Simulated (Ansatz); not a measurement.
Ga(I)3 cation (GaI3), SMILES [Ga]([I])([I])[I] (connectivity only; charge and spin as stated), charge +1, multiplicity 2.

The structure is a stationary point at r2SCAN-D4/def2-SVP. The spin state was assumed, not searched. The isomer is the one that the SMILES or the coordinates give; other isomers of the formula were not compared. The def2 effective core potentials stand for the cores of I; spin–orbit coupling is left out.

Two levels are set side by side: PBE/def2-SVPD (Ansatz, a program for electronic structure) and PBE0/def2-SVPD (Ansatz). Energy differences of separate SCF runs at the same geometry; the states with an electron removed or added have multiplicity 3 and 1. Differences are taken from unrounded values.

```tsv
quantity	PBE0	PBE	PBE minus PBE0
vertical ionisation energy (eV)	14.15	13.96	-0.19
vertical electron affinity (eV)	9.44	8.96	-0.47
```
